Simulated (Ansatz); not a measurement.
`[OH][W]([OH])([OH])(=[S])[Cl]`, relaxed with RKS PBE-D4/def2-SVP in the Gaussian-basis code of Ansatz from a rough embedded geometry. The force threshold is 0.03 eV/Å; the program also tests the step.

Total charge 0; spin multiplicity 1. W takes the def2 core potential.

Start:

```xyz
9

O     1.576    0.151    0.901
W    -0.606   -0.126   -0.312
O    -0.428    2.318   -0.507
O    -0.662   -0.986    1.572
S    -0.356   -2.237   -1.555
Cl   -0.203    0.591   -2.641
H     2.349   -0.136    0.353
H    -0.759    2.299    0.378
H    -0.910   -1.874    1.811
```

Problem. How much energy does the relaxation release, and in how many steps? (An estimate is asked.)

Solution. Ansatz gave: 771.24 kJ/mol, in 54 steps, 5 of them rejected.

Problem. Which bonds change most? (Estimate.)

Solution. The calculation gave: O1–W2 from 2.512 to 1.902 Å; W2–O3 from 2.458 to 1.894 Å; W2–S5 from 2.463 to 2.141 Å; W2–O4 from 2.072 to 1.889 Å.

Problem. Give the relaxed structure. (Best estimate.)

Solution. The calculation gave: 
```xyz
9

O     1.716   -0.570    0.048
W    -0.140   -0.168   -0.057
O    -1.555    1.086   -0.163
O    -0.388   -0.425    1.798
S    -0.915   -1.896   -1.057
Cl    0.765    1.400   -1.690
H     2.376   -0.056   -0.458
H    -1.478    1.917   -0.671
H    -0.380   -1.289    2.251
```
